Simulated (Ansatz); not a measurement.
Sn4O8⁺, relaxed as a doublet with UKS PBE-D4/def2-SVP in Ansatz, starting from the GFN2-xTB geometry. Force threshold 0.03 eV/Å.

In the def2 sets Sn takes a core potential; there is no spin–orbit coupling. The structure holds 4 bonds between oxygen atoms, so isomers without such links may lie far lower. The relaxation made no stability test and no search for a lower SCF solution. The structure comes from a short search, and lower isomers may exist.

Start:

```xyz
12

Sn   -2.396    1.196   -0.898
Sn    0.268   -2.151    1.095
Sn   -0.205    1.859    2.136
Sn    0.795   -0.206   -2.993
O    -0.854    0.550   -2.274
O     1.344   -0.057    1.280
O     1.120   -1.638   -1.035
O    -1.693   -0.753    0.758
O     2.250   -0.909   -0.602
O    -1.242   -0.418    1.976
O     1.870    0.241    0.022
O    -1.257    2.287    0.536
```

```tsv
step	energy (eV)	largest force component (eV/Å)	SCF passes
1	-39664.1549	1.812	54
2	-39664.4518	0.923	42
3	-39664.5398	0.311	34
4	-39664.5612	0.243	30
5	-39664.5817	0.279	36
6	-39664.6018	0.190	28
7	-39664.6202	0.184	34
8	-39664.6415	0.140	29
9	-39664.6796	0.287	35
10	-39664.7722	0.379	34
11	-39664.9533	0.584	37
13	-39665.1340	0.579	36
15	-39665.2477	0.231	29
17	-39665.3467	0.280	31
19	-39665.5500	0.566	32
21	-39665.6898	0.376	31
23	-39665.7327	0.242	27
25 (rejected)	-39665.7258	1.089	32
27	-39665.7722	0.102	27
29	-39665.7750	0.044	26
31	-39665.7755	0.018	26
```

Force components are those of the run's own axes.

End:

```xyz
12

Sn   -2.4776    0.7685   -0.7319
Sn   -0.1130   -1.9881   -0.1299
Sn    0.1229    1.6983    1.7165
Sn    0.5749    0.8265   -1.9829
O    -1.0054   -0.5961   -1.5221
O     0.9671   -0.3471    1.0930
O     1.6201   -1.2951   -1.4105
O    -2.2290   -0.3532    1.2734
O     2.6280   -0.8912   -0.4725
O    -1.6037    0.2519    2.2602
O     2.1099    0.1828    0.1825
O    -0.5942    1.7428   -0.2759
```

Bonds formed: Sn1–O8, Sn2–O5, Sn3–O6, Sn4–O12 (atoms count from 1).

No frequencies were taken in this run, so the end may be a saddle point.

It took 67 s on 4 threads of AMD EPYC 9R45 on a shared host.
